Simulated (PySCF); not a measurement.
ClF2H3Si2, SMILES Cl[Si](F)(F)[SiH3].

Geometry optimised at PBE-D3(BJ)/def2-SVP.

Computed with PBE/def2-TZVP run with PySCF.

Isolated molecule, no solvent.

Computed frontier levels, gap, dipole moment and polarisability:
```yaml
highest_occupied_level: -7.85 eV
lowest_empty_level: -1.45 eV
orbital_gap: 6.40 eV
dipole_moment: 1.99 D
quadrupole, principal values (traceless, Buckingham form, about the centre of nuclear charge): -2.33, -1.49, 3.83 D·Å
mean_static_polarisability: 66.3 bohr³ (9.82 Å³)
polarisability_principal_values: 56.1, 62.3, 80.4 bohr³
```
